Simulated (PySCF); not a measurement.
YOF, SMILES [F][Y]=[O]. Heavy atoms are numbered as in [Y:1](=[O:2])[F:3].

The structure is a stationary point at PBE0-D3(BJ)/def2-TZVP. The def2 effective core potentials stand for the cores of Y; spin–orbit coupling is left out.

Computed with PBE/def2-TZVPD (PySCF).

Mulliken values depend strongly on the basis, most of all with diffuse functions as here. ESP charges are fitted to the potential on shells at 1.4 to 2.0 van der Waals radii. Atomic charges (e), one atom of each kind:

| atom | ESP fit | Mulliken |
|---|---|---|
| Y1 | (withheld) | 1.39 |
| O2 | (withheld) | -0.77 |
| F3 | (withheld) | -0.62 |

Question: Complete the blanks. (An estimate is asked for; the answer gives what the named calculation found.)

Answer: 
- Y1, ESP fit: 1.46
- O2, ESP fit: -0.86
- F3, ESP fit: -0.60
